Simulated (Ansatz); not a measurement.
Consider the formal exchange of groups at a Te–B bond: `B[Te]C` + `C=CF` → `C=C(F)[Te]C` + BH₃.

Computed with Ansatz on PBE0-D4/def2-TZVP structures; ΔE is electronic, products minus reactants. CCSD(T)/CBS is the MP2 limit (def2-TZVPP, def2-QZVPP) plus CCSD(T) − MP2 in def2-TZVPP, frozen cores. This one scheme is used for every species. DFT in def2-TZVPP. B3LYP here is the variant with VWN-RPA as its local correlation; programs differ in this. Elements past krypton have def2 core potentials. For Te outer-core shells are correlated without core-valence functions, which leaves a few kJ/mol of doubt a bond. Each species was taken in one conformer, which may not be the lowest.

```tsv
level	ΔE (kJ/mol)	difference from CCSD(T)/CBS
PBE-D4	129.7	7.1
r2SCAN-D4	127.7	5.1
PBE0-D4	129.0	6.4
B3LYP-D4	118.7	-3.9
ωB97X-V	116.6	-6.0
B2PLYP	123.1	0.5
B3LYP	124.6	2.0
HF/def2-TZVPP	117.0	-5.6
MP2/def2-TZVPP	121.1	-1.5
SCS-MP2/def2-TZVPP	116.0	-6.6
CCSD(T)/def2-TZVPP	124.3	1.7
MP2/def2-QZVPP	119.9	-2.7
SCS-MP2/def2-QZVPP	115.2	-7.4
HF/CBS(def2)	116.3	-6.3
MP2/CBS(def2)	119.5	-3.1
CCSD/CBS(def2)	121.5	-1.1
CCSD(T)/CBS	122.6	0
```

Largest T1 diagnostic among the species: 0.015.

In def2-TZVPP, CCSD(T) changes the Hartree–Fock value by +7.2 kJ/mol (the triples alone add +1.1 kJ/mol) and MP2 by +4.1 kJ/mol. The D4 term adds −5.9 kJ/mol with B3LYP and −3.3 kJ/mol with PBE0; it sums over pairs of atoms, weighted by their polarisabilities, and B3LYP, whose exchange is more repulsive, gets the larger term.
